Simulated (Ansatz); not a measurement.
Reaction: BOF (fluoro(oxo)borane, SMILES O=BF) + H+ → HBOF+ (SMILES B(=[OH+])F)
Each species at its own B3LYP-D3(BJ)/def2-TZVP minimum (Ansatz, a quantum-chemistry and plane-wave program), one conformer.

Property: proton affinity (electronic), positive where energy is released, in kcal/mol. Open shells are spin-unrestricted; no spin-orbit coupling. CBS(X,Y): correlation extrapolated as X^-3, Hartree-Fock from the larger set (Q,5: extrapolated as (X+1)exp(-9√X)). A bracket is a step between two methods taken in the basis named. Functionals run without relativity, which enters their misses. 'core' is core correlation in cc-pwCVTZ, 'X2C' scalar relativity in cc-pVTZ-DK, both at CCSD(T).

CCSD(T)/CBS(cc-pVQZ,cc-pV5Z) + [CCSDT(Q) - CCSD(T)]/cc-pVTZ + core + X2C (Ansatz) gives 165.4 kcal/mol.

Q: How far off this value is PBE/def2-TZVPD (Ansatz), in which direction, and which of these levels come nearer: B3LYP/def2-TZVPD, wB97M-V/def2-TZVPD, CCSD(T)/CBS(cc-pVQZ,cc-pV5Z) + core + X2C?

A: PBE gives 164.9 kcal/mol, 0.5 kcal/mol below it. Differences of the others: B3LYP/def2-TZVPD (Ansatz) 0.9; wB97M-V/def2-TZVPD (Ansatz) -0.1; CCSD(T)/CBS(cc-pVQZ,cc-pV5Z) + core + X2C (Ansatz) 0.2 kcal/mol. Nearer than PBE: wB97M-V/def2-TZVPD, CCSD(T)/CBS(cc-pVQZ,cc-pV5Z) + core + X2C.
